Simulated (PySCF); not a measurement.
Point-charge models of `FC(F)(F)C#CC1C[SiH2]C1` against its computed dipole.

Coordinates (GFN2-xTB, Å) and charges (e) from the PBE0/pcSseg-1 density (PySCF):

| atom | x | y | z | Mulliken | IAO | Hirshfeld | ESP-fitted |
| --- | --- | --- | --- | --- | --- | --- | --- |
| F1 | 3.819 | 1.163 | 0.763 | -0.2689 | -0.2762 | -0.0992 | -0.2004 |
| C2 | 3.386 | -0.109 | 0.678 | +0.8005 | +0.8063 | +0.2634 | +0.6423 |
| F3 | 4.218 | -0.738 | -0.171 | -0.2664 | -0.2746 | -0.0976 | -0.2034 |
| F4 | 3.590 | -0.660 | 1.889 | -0.2691 | -0.2765 | -0.0993 | -0.2005 |
| C5 | 2.000 | -0.191 | 0.265 | -0.4105 | -0.1459 | -0.1035 | -0.1069 |
| C6 | 0.854 | -0.271 | -0.088 | +0.3299 | +0.0414 | +0.0064 | -0.3221 |
| C7 | -0.539 | -0.322 | -0.425 | -0.3304 | -0.1215 | -0.0084 | +0.5802 |
| C8 | -1.209 | 1.076 | -0.458 | -0.4257 | -0.5349 | -0.1551 | -0.5584 |
| Si9 | -2.664 | 0.438 | 0.609 | +0.6362 | +0.7472 | +0.3638 | +0.5550 |
| C10 | -1.404 | -1.003 | 0.665 | -0.4259 | -0.5349 | -0.1552 | -0.5618 |
| H11 | -0.652 | -0.830 | -1.385 | +0.1610 | +0.1704 | +0.0608 | +0.0167 |
| H12 | -1.406 | 1.437 | -1.464 | +0.1502 | +0.1533 | +0.0408 | +0.1225 |
| H13 | -0.590 | 1.820 | 0.039 | +0.1581 | +0.1603 | +0.0419 | +0.1718 |
| H14 | -3.887 | 0.147 | -0.139 | -0.0741 | -0.1157 | -0.0724 | -0.1214 |
| H15 | -2.930 | 1.140 | 1.861 | -0.0730 | -0.1123 | -0.0691 | -0.1097 |
| H16 | -1.728 | -2.004 | 0.394 | +0.1502 | +0.1533 | +0.0408 | +0.1232 |
| H17 | -0.864 | -1.080 | 1.607 | +0.1582 | +0.1604 | +0.0419 | +0.1727 |

Problem. Compute μ = Σ q r for each scheme (1 e·Å = 4.803 D) and compare with the dipole of the full density.

Solution. The full density gives (-3.98, 0.01, -0.70) D, 4.04 D in size; dipole vectors point from the negative to the positive end.

| scheme | μx | μy | μz | size (D) | share of the full size (%) | angle to the full dipole (°) |
| --- | --- | --- | --- | --- | --- | --- |
| Mulliken | -7.94 | 0.58 | -0.34 | 7.97 | 197 | 9 |
| IAO | -6.27 | 0.31 | -0.55 | 6.30 | 156 | 6 |
| Hirshfeld | -3.65 | 0.15 | -0.39 | 3.68 | 91 | 5 |
| ESP-fitted | -4.03 | 0.02 | -0.70 | 4.09 | 101 | 0 |

Problem. Which set comes closest?

Solution. Length of the difference vector: ESP-fitted 0.05 D, Hirshfeld 0.48 D, IAO 2.32 D, Mulliken 4.02 D. Closest: ESP-fitted. ESP charges are fitted to the potential around the molecule, whose slowest-falling term is the dipole's. 

Problem. What is left for the Hirshfeld atoms' own dipoles?

Solution. The Hirshfeld atoms' densities add up to the full density, so μ = Σ q r + Σ (atomic dipoles). The atomic dipoles sum to (-3.98, 0.01, -0.70) − (-3.65, 0.15, -0.39) = (-0.33, -0.14, -0.31) D, 0.48 D in size.

Problem. With the origin at the mean of the coordinates, (0.000, 0.001, 0.273) Å, which are the largest single terms, by size, of the IAO dipole along the direction of the full one?

Solution. C2 -13.19, Si9 +9.21, F3 +5.38, F1 +5.10, F4 +5.07 D; all 17 atoms together +6.27 D. The single terms depend on the origin, their sum doesn't.

Problem. Give the size of the full dipole in other units.

Solution. 4.04 D = 1.591 au = 0.842 e·Å = 13.49 × 10⁻³⁰ C·m.

The structure is a single GFN2-xTB conformer in the gas phase; no vibrational or solvent corrections.
